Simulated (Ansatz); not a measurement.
Consider the ligand exchange at the Al–C bond: `[AlH2][CH](S)[GeH3]` + H₂Se → `[AlH2][SeH]` + `S[CH2][GeH3]`.

Isolated molecules relaxed with PBE0-D4/def2-TZVP in Ansatz; ΔE leaves out vibrations. CCSD(T)/CBS is the MP2 limit (def2-TZVPP, def2-QZVPP) plus CCSD(T) − MP2 in def2-TZVPP, frozen cores. DFT in def2-TZVPP. B3LYP here is the variant with VWN-RPA as its local correlation; programs differ in this. For Ge, Se outer-core shells are correlated without core-valence functions, which leaves a few kJ/mol of doubt a bond. Scalar relativity is left out up to krypton. One conformer a species, not always the lowest.

```csv
level,ΔE (kcal/mol),difference from CCSD(T)/CBS
PBE-D4,-27.8,0.5
r2SCAN-D4,-28.8,-0.5
PBE0-D4,-28.6,-0.3
B3LYP-D4,-28.1,0.2
ωB97X-V,-28.2,0.1
ωB97M-V,-27.8,0.5
B2PLYP,-29.3,-1.0
PBE,-28.9,-0.6
PBE0,-29.5,-1.2
B3LYP,-29.8,-1.5
SCS-MP2/def2-TZVPP,-28.5,-0.2
CCSD/def2-TZVPP,-28.6,-0.3
CCSD(T)/def2-TZVPP,-28.1,0.2
HF/def2-QZVPP,-31.9,-3.6
MP2/def2-QZVPP,-28.3,0.0
HF/CBS(def2),-31.9,-3.6
CCSD(T)/CBS,-28.3,0
```

Largest T1 diagnostic among the species: 0.011.

In def2-TZVPP, CCSD(T) changes the Hartree–Fock value by +4.1 kcal/mol (the triples alone add +0.5 kcal/mol) and MP2 by +3.9 kcal/mol. The D4 term adds +1.7 kcal/mol with B3LYP and +1.0 kcal/mol with PBE0; it sums over pairs of atoms, weighted by their polarisabilities, and B3LYP, whose exchange is more repulsive, gets the larger term.
